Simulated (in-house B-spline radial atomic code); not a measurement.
A radial electron density 4πr²n(r) was computed for an atom or ion in its tabulated ground configuration with an all-electron radial atomic-structure program (B-spline basis); method: non-relativistic B3LYP, spin-polarised, spherical fractional occupations, exact exchange averaged over the configuration. Columns: r (bohr), 4πr²n(r) (electrons per bohr), bar.

```
 0.00598   0.2486 #
 0.00699   0.3329 #
 0.00818   0.4452 ##
 0.00956   0.5914 ##
  0.0112   0.7856 ###
  0.0131    1.035 ####
  0.0153    1.351 #####
  0.0179    1.755 #######
  0.0209    2.253 #########
  0.0244    2.864 ############
  0.0286    3.619 ###############
  0.0334    4.485 ##################
  0.0391    5.489 ######################
  0.0457    6.578 ###########################
  0.0534    7.712 ###############################
  0.0625     8.83 ####################################
  0.0731     9.81 ########################################
  0.0854    10.53 ###########################################
  0.0999    10.88 ############################################
   0.117    10.76 ############################################
   0.137    10.14 #########################################
    0.16    9.104 #####################################
   0.187    7.818 ################################
   0.218    6.568 ###########################
   0.255    5.593 #######################
   0.299    5.149 #####################
   0.349    5.314 #####################
   0.408    5.955 ########################
   0.478    6.791 ###########################
   0.558    7.426 ##############################
   0.653    7.579 ###############################
   0.764      7.1 #############################
   0.893    6.062 #########################
    1.04    4.723 ###################
    1.22    3.267 #############
    1.43    2.013 ########
    1.67     1.11 ####
    1.95   0.5367 ##
    2.28   0.2221 #
    2.67  0.07655 
    3.12  0.02181
```

(1) Which atom or ion is it?
A. Mg3+
B. Ne
C. O+
D. Ne+

Results:

(1) D. The area under the curve, ∫4πr²n dr = ∫r·4πr²n d(ln r) on this logarithmic grid, is 9 electrons; among the options with that count, the innermost peak, which lies near 1/Z bohr, picks Z = 10. The configuration is [He] 2s2 2p5.
